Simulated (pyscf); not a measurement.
## F–W(F)(=S)(SH)–Cl (SMILES [F][W]([F])(=[S])([SH])[Cl]), singlet

Gas-phase minimum from PySCF at ωB97X-D3(BJ)/def2-SVP, one conformer. 

SMILES: [F][W]([F])(=[S])([SH])[Cl]
```xyz
7

F     -1.6428     1.7182    -1.8148
W     -0.1264     0.8867    -1.1442
F      0.9068    -0.5489    -0.5696
S      0.8832     2.4810    -0.2617
S     -1.7419     0.0203     0.3379
Cl     0.5844     0.5086    -3.2794
H     -0.9115    -0.7906     1.0212
```

Bonds (Å): F1–W2 1.855, W2–F3 1.860, W2–S4 2.083, W2–S5 2.357, W2–Cl6 2.282, S5–H7 1.347. Bond angles (°): F1–W2–F3 155.8, F1–W2–S4 101.9, F1–W2–S5 80.3, F1–W2–Cl6 89.5, F3–W2–S4 101.0, F3–W2–S5 84.4, F3–W2–Cl6 89.3, S4–W2–S5 110.3, S4–W2–Cl6 111.9, S5–W2–Cl6 137.8, W2–S5–H7 96.8.

Properties at ωB97X-D3(BJ)/def2-SVP:

- Harmonic wavenumbers, unscaled: 92, 147, 153, 208, 220, 233, 270, 347, 386, 411, 615, 690, 707, 742, 2771 cm⁻¹
- Zero-point energy: 11.4 kcal/mol
- Rotational symmetry number: 1
- Entropy of this conformer at 298 K and 1 atm, rigid rotor and harmonic oscillator, modes under 100 cm⁻¹ raised to 100: 391.2 J/(mol K)
- Dipole moment: 1.19 D

Single-point totals, which compare only within one level:

```tsv
level	total energy (hartree)
ωB97X-D3(BJ)/def2-TZVP	-1524.40258
PBE/def2-TZVP	-1523.68276
r²SCAN/def2-TZVP	-1524.22779
B3LYP-D3(BJ)/def2-TZVP	-1524.42338
PBE0-D3(BJ)/def2-TZVP	-1523.71218
M06-2X/def2-TZVP	-1524.08078
ωB97M-D3(BJ)/def2-TZVP	-1524.45361
```

Soft torsions are taken as harmonic, which can shift the entropy by several J/(mol K). Elements past Kr carry the def2 core potentials, without spin-orbit coupling.
